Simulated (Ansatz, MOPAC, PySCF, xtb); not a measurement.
Donor–acceptor adduct: GaH3 (SMILES [GaH3]) (first 4 atoms) with H2O (SMILES O); geometry from B3LYP-D3(BJ)/def2-TZVP, rigid monomers moved along the line of their centres of mass till Ga1···O5 is 2.00 Å.
(charge 0, multiplicity 1):
```xyz
7

Ga     0.39670    -0.37608     0.68516
H      1.88290    -0.09762     1.12265
H     -0.22924    -1.81110     0.85260
H     -0.28719     0.62613    -0.33038
O     -0.44658     0.39308     2.33173
H     -1.40831     0.32073     2.29322
H     -0.24183     1.33196     2.42251
```

```tsv
level	interaction energy (meV)	minus CCSD(T)/CBS(aug-cc-pVDZ, aug-cc-pVTZ)	cost
PM7	-92.1	415.2	-
GFN1-xTB	-780.1	-272.8	-
HF/aug-cc-pVDZ	-340.9	166.4	-
HF/aug-cc-pVTZ	-392.8	114.5	-
PBE/def2-TZVPPD	-446.2	61.1	×1
BP86/6-31G* (no counterpoise)	-715.1	-207.8	-
r2SCAN-D3(BJ)/def2-TZVPPD	-639.0	-131.7	×1
wB97X-V/def2-TZVPPD	-551.5	-44.2	×3
wB97M-V/def2-TZVPPD	-548.3	-41.0	×3
MP2/6-31G*	-480.7	26.6	-
MP2/aug-cc-pVDZ	-399.9	107.5	-
SCS-MP2/aug-cc-pVDZ	-356.5	150.8	-
CCSD/aug-cc-pVTZ	-469.5	37.8	-
CCSD(T)/CBS(aug-cc-pVDZ, aug-cc-pVTZ)	-507.3	0.0	×30*
```

 The comparison column counts from a level with limits of its own.

The rows run from -780.1 (GFN1-xTB) to -92.1 meV (PM7). The 3 functionals in def2-TZVPPD without D3 or D4 span 105.4, from wB97X-V to PBE.

Interaction energies are E(AB) − E(A) − E(B) at the monomers' geometry in the complex; basis-set methods are counterpoise corrected. Rows marked so take none.

Frozen-core correlation. Filled d and f shells under p-block atoms count as core. CBS: X⁻³ extrapolation of the correlation energy, Hartree–Fock from the larger set. Rows in 6-31G* carry no dispersion term and start afresh at each structure (6-31G* with six Cartesian d functions); the Pople sets are all-electron and without relativity. MP2/6-31G* freezes PySCF's default core, which leaves 3d correlated. The state that PM7 reach isn't checked; PM7 holds dispersion and hydrogen-bond terms.

Codes used: Ansatz (a program for electronic structure); MOPAC for PM7 (differences of heats of formation); PySCF for 6-31G* rows, the dispersion terms; xtb for the GFN methods. 

Costs are rough ratios of core time to PBE/def2-TZVPPD (about 4 s over the structures, on one shared machine); a dash marks a level with no comparable run of its own. A star marks coupled-cluster runs past 200 virtual orbitals, where the program's memory plan changes under this machine's limit, so their costs aren't comparable with smaller runs.
